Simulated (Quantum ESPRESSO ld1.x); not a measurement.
Q: Isoelectronic series with 13 electrons, each ion in its NIST ground configuration. All-electron calculation, scalar-relativistic Kohn-Sham, LDA (Slater exchange, VWN5 correlation), spin-polarised, spherical densities, point nucleus; open shells are filled with parallel spins first. Program: ld1.x of Quantum ESPRESSO 7.5. Total energies (hartree) and mean radii <r> (bohr) (* marks an orbital that is empty in some or all of the ions):

ion,configuration,E (hartree),3p down*,3p up,3s down
Al,[Ne] 3s2 3p1,-241.7760,3.513,3.393,2.538
Si+,[Ne] 3s2 3p1,-288.5470,2.470,2.434,2.057
P2+,[Ne] 3s2 3p1,-339.7361,1.975,1.956,1.744
S3+,[Ne] 3s2 3p1,-395.3369,1.664,1.653,1.521
Ar5+,[Ne] 3s2 3p1,-519.7807,1.282,1.277,1.220
K6+,[Ne] 3s2 3p1,-588.6351,1.154,1.150,1.112
Ca7+,[Ne] 3s2 3p1,-661.9219,1.050,1.047,1.023
Sc8+,[Ne] 3s2 3p1,-739.6508,0.9643,0.9614,0.9470

Estimate the row of Cl4+ ([Ne] 3s2 3p1).

A: E (hartree) -455.3502; 3p down* 1.446; 3p up 1.438; 3s down 1.353.
